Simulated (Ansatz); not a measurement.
Program: Ansatz. Geometries: PBE0-D4/def2-TZVP. ΔE: electronic, gas phase. CCSD(T)/CBS is the MP2 limit (def2-TZVPP, def2-QZVPP) plus CCSD(T) − MP2 in def2-TZVPP, frozen cores. This one scheme is used for every species. Functionals use def2-TZVPP. One conformer a species, not always the lowest.

Consider the ligand exchange at the Si–O bond: `CBO[SiH2]C` + HCl → `C[SiH2]Cl` + `CBO`.

`CBO[SiH2]C`:

Cartesian coordinates in Å:
```
C 0.053 0.976 -2.553
B 0.024 1.066 -0.996
O 0.432 0.022 -0.236
Si 0.522 -0.199 1.405
C -0.547 -1.641 1.883
H 0.415 0.018 -2.930
H 0.682 1.776 -2.961
H -0.947 1.163 -2.960
H -0.363 2.065 -0.437
H 0.086 1.045 2.096
H 1.946 -0.469 1.732
H -1.596 -1.444 1.651
H -0.466 -1.833 2.956
H -0.241 -2.544 1.351
```

HCl:

```xyz
2

Cl   -0.077    0.129   -0.622
H     0.077   -0.129    0.622
```

`C[SiH2]Cl`:

Z-matrix (Å, degrees):
```
C
Si 1 1.857
H 1 1.092 2 110.8
H 1 1.094 2 110.0 3 119.8
H 1 1.092 2 110.8 3 -120.4
Cl 2 2.062 1 109.6 3 60.1
H 2 1.483 1 111.6 3 178.7
H 2 1.483 1 111.5 3 -58.5
```

`CBO`:

```xyz
8

C    -0.586   -0.540    0.615
B     0.398    0.102   -0.410
O     0.462    1.453   -0.517
H    -1.161    0.195    1.181
H    -0.036   -1.175    1.319
H    -1.282   -1.212    0.101
H     1.109   -0.571   -1.116
H     1.096    1.749   -1.174
```

```csv
level,ΔE (kJ/mol),difference from CCSD(T)/CBS
PBE-D4,-20.9,-10.1
r2SCANh-D4,-15.0,-4.2
PBE-QIDH,-16.2,-5.4
r2SCAN,-16.3,-5.5
r2SCAN0,-15.8,-5.0
LC-ωPBE,-16.9,-6.1
HF/def2-TZVPP,-6.2,4.6
MP2/def2-TZVPP,-11.7,-0.9
SCS-MP2/def2-TZVPP,-8.7,2.1
HF/def2-QZVPP,-4.8,6.0
CCSD(T)/CBS,-10.8,0
```

Largest T1 diagnostic among the species: 0.012.

From BLYP to BHLYP (50 % exact exchange), in def2-TZVPP and without D4, ΔE moves by +5.1 kJ/mol. The D4 term adds +3.0 kJ/mol with B3LYP and +2.1 kJ/mol with PBE0; it sums over pairs of atoms, weighted by their polarisabilities, and B3LYP, whose exchange is more repulsive, gets the larger term.

CCSD(T)/CBS has its own doubt, a few kJ/mol and more with outer-core shells, so smaller differences from it don't rank the levels.

B3LYP here is the variant with VWN-RPA as its local correlation; programs differ in this.
